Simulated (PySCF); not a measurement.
# Working out the ionisation energy of Er

Er [Xe] 4f12 6s2 (high-spin determinant) → Er⁺ [Xe] 4f12 6s1 (high-spin determinant). Computed with PySCF 2.14 in cc-pVDZ-X2C, with scalar relativity by spin-free X2C-1e. Frozen: [Ar] 3d10. Energies in hartree (1 hartree = 27.21139 eV):

| part | Er (lower) | Er⁺ (upper) |
| --- | --- | --- |
| UHF | -13081.120270 | -13080.936317 |
| MP2 opposite-spin | -0.796401 | -0.768104 |
| MP2 same-spin | -0.500439 | -0.491891 |

Q: What does Hartree-Fock give?

A: (-13080.936317) − (-13081.120270) = 0.183953 hartree = 5.006 eV.

Q: What do MP2 and SCS-MP2 (6/5 opposite-spin, 1/3 same-spin) give?

A: The opposite-spin parts differ by 0.770 eV and the same-spin parts by 0.233 eV. MP2: 5.006 + (0.770) + (0.233) = 6.009 eV. SCS-MP2: 5.006 + 1.2 × (0.770) + (0.233)/3 = 6.008 eV.

A first-order spin-orbit estimate adds 0.000 eV to MP2 (valence and next inner shell), giving 6.009 eV against 6.108 eV (measured; NIST Atomic Spectra Database, ionization energies).

One determinant mixes LS terms, so it does not stand for a single term.

A double-zeta basis recovers only part of the correlation energy.

What remains against the reference includes basis incompleteness, the frozen core and correlation beyond second order.
